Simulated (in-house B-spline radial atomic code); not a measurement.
**Binding energies in Yb2+**

NIST's tabulated ground configuration is [Xe] 4f14; each binding energy is the energy of the ion with one electron taken from that subshell, relaxed, less that of the parent. Level of theory: Dirac-Kohn-Sham PBE, spherical fractional occupations, Fermi nucleus of rms radius 5.3108 fm; calculated with an all-electron radial atomic-structure program (B-spline basis). Energies include first-order Breit, QED and recoil terms.

| subshell | X-ray name | binding energy (eV) | -ε (eV) | relaxation (eV) |
| --- | --- | --- | --- | --- |
| 1s | K | 61421.4 | 61164.8 | -514.0 |
| 2s | L1 | 10425.8 | 10369.1 | -91.0 |
| 2p1/2 | L2 | 9976.9 | 9892.2 | -117.6 |
| 2p3/2 | L3 | 8926.2 | 8845.2 | -102.6 |
| 3s | M1 | 2365.8 | 2348.3 | -24.3 |
| 3p1/2 | M2 | 2157.6 | 2137.6 | -26.3 |
| 3p3/2 | M3 | 1935.4 | 1915.3 | -23.9 |
| 3d3/2 | M4 | 1583.2 | 1556.2 | -29.3 |
| 3d5/2 | M5 | 1534.6 | 1507.7 | -28.4 |
| 4s | N1 | 482.8 | 473.6 | -10.7 |
| 4p1/2 | N2 | 397.6 | 388.3 | -10.6 |
| 4p3/2 | N3 | 347.6 | 338.0 | -10.3 |
| 4d3/2 | N4 | 207.5 | 197.6 | -10.1 |
| 4d5/2 | N5 | 198.4 | 188.5 | -10.0 |
| 5s | O1 | 76.96 | 69.58 | -7.61 |
| 5p1/2 | O2 | 53.51 | 46.53 | -7.12 |
| 5p3/2 | O3 | 47.12 | 40.40 | -6.79 |
| 4f5/2 | N6 | 27.36 | 18.35 | -8.94 |
| 4f7/2 | N7 | 26.02 | 17.03 | -8.86 |

Relaxation = -ε minus the binding energy without Breit, QED and recoil terms. With a density functional, K lines can miss by some tenths of a per cent, more in light atoms. For a density functional the relaxation so defined is negative, because -ε of a Kohn-Sham level is smaller than the binding energy.

Emission lines follow as differences of binding energies, with λ = 12398.42 eV·Å / E:

```json
{"line": "K-L3", "holes": "1s → 2p3/2", "energy (eV)": "52495.2", "wavelength (Å)": "0.23618"}
{"line": "K-L2", "holes": "1s → 2p1/2", "energy (eV)": "51444.5", "wavelength (Å)": "0.24101"}
{"line": "K-M3", "holes": "1s → 3p3/2", "energy (eV)": "59486.0", "wavelength (Å)": "0.20843"}
{"line": "L3-M5", "holes": "2p3/2 → 3d5/2", "energy (eV)": "7391.6", "wavelength (Å)": "1.6774"}
{"line": "L2-M4", "holes": "2p1/2 → 3d3/2", "energy (eV)": "8393.7", "wavelength (Å)": "1.4771"}
{"line": "L1-M3", "holes": "2s → 3p3/2", "energy (eV)": "8490.4", "wavelength (Å)": "1.4603"}
{"line": "L3-M1", "holes": "2p3/2 → 3s", "energy (eV)": "6560.4", "wavelength (Å)": "1.8899"}
{"line": "L2-N4", "holes": "2p1/2 → 4d3/2", "energy (eV)": "9769.4", "wavelength (Å)": "1.2691"}
{"line": "M5-N7", "holes": "3d5/2 → 4f7/2", "energy (eV)": "1508.6", "wavelength (Å)": "8.2186"}
{"line": "M4-N6", "holes": "3d3/2 → 4f5/2", "energy (eV)": "1555.8", "wavelength (Å)": "7.969"}
```

(1) What screening constant σ does Moseley's law, E = (3/4)·13.6057 eV·(Z - σ)², need for K-L3?

Moseley's non-relativistic formula needs a falling, then negative, screening constant for heavy elements, because relativity binds the 1s electron more strongly than the formula allows.

Answers

(1) σ = -1.72.
